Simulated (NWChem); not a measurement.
System: SiCl₃F; SMILES F[Si](Cl)(Cl)Cl

Program: NWChem. Each level has its own optimisation; frequencies are unscaled.

For level Hartree-Fock/STO-3G:

```
Quantity                           Result
---------------------------------  ------
highest harmonic frequency (cm⁻¹)    1017
lowest (cm⁻¹)                         168
dipole (D)                           1.42
```

Q: What are these values for level PBE-D3(BJ)/def2-SVP?

A: 
* **highest harmonic frequency (cm⁻¹)**: 914
* **lowest (cm⁻¹)**: 153
* **dipole (D)**: 0.54
